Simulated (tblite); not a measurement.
A tight-binding relaxation on `[SiH2][CH2][GeH2][PH2]` [radical].

Computed with GFN2-xTB geometry optimisation, gas phase (tblite 0.8.0). Start geometry: from a force field or distance geometry. The command runs a driver script over a list of jobs; the input below is this job's line of settings and its coordinates in Å.

Command:
```bash
OMP_NUM_THREADS=1 python probes_run.py task.json out
```

Input:
```
{"job": {"kind": "relax", "xc": "GFN2-xTB", "basis": "xTB"}, "charge": 0, "multiplicity": 2}
Si    -1.894000     0.179300     1.111600
C     -1.048800    -0.141200    -0.533100
Ge     0.797400    -0.745500    -0.267100
P      2.060800     0.828800     0.821700
H     -1.943200     1.596100     1.457300
H     -3.287700    -0.341700     1.026700
H     -1.118400     0.739100    -1.203000
H     -1.581200    -1.013600    -0.963500
H      1.444100    -0.996300    -1.654000
H      0.857300    -2.018300     0.629800
H      3.184600     0.063000     1.378100
H      2.530300     1.849700    -0.065800
```

Question: Give the output.

Answer: 
```
step      E/eV     max force
  0    -334.51193    1.689
  1    -334.64794    1.453
  2    -334.97482    1.382
  3    -335.07170    1.009
  4    -335.14849    0.572
  5    -335.15859    0.309
  6    -335.16831    0.261
  7    -335.17294    0.257
  8    -335.18012    0.220
  9    -335.18439    0.149
... (64 lines left out)
 74    -335.22881    0.038
 75    -335.22889    0.023
 76    -335.22901    0.026
 77    -335.22920    0.029
 78    -335.22934    0.019
 79    -335.22939    0.021
 80    -335.22946    0.020
 81    -335.22950    0.016
 82    -335.22952    0.011
 83    -335.22953    0.009
```

«max force» is the largest atomic force in eV/Å.

Question: From which step on does the largest force stay under 0.1 eV/Å, and how much energy is left to gain from there?

Answer: From step 72 (0.040 eV/Å), 1.1 meV above the end.

Main results: energy lowered by 16.5 kcal/mol over 83 steps; largest atomic force 0.009 eV/Å at the end.

Question: Where do the atoms end?

Answer: 0.449 Å rms from the input after alignment:
```
atom  x, y, z in Å
Si1   -1.9036    0.1260    1.0588
C2    -1.0137   -0.2648   -0.5724
Ge3    0.8510   -0.7867   -0.1794
P4     1.8548    0.8017    1.1446
H5    -1.3032    1.2829    1.7257
H6    -3.3417    0.2999    0.8395
H7    -1.0310    0.6137   -1.2191
H8    -1.5157   -1.0699   -1.1043
H9     1.6206   -1.0965   -1.4593
H10    0.8403   -2.1018    0.5695
H11    3.1406    0.4296    0.7880
H12    1.8028    1.7652    0.1472
```

The run took 0.47 s on one thread, Arm Neoverse V1 (aarch64) (shared host).
Labels such as C1 count atoms from 1, the log's own numbers from 0.
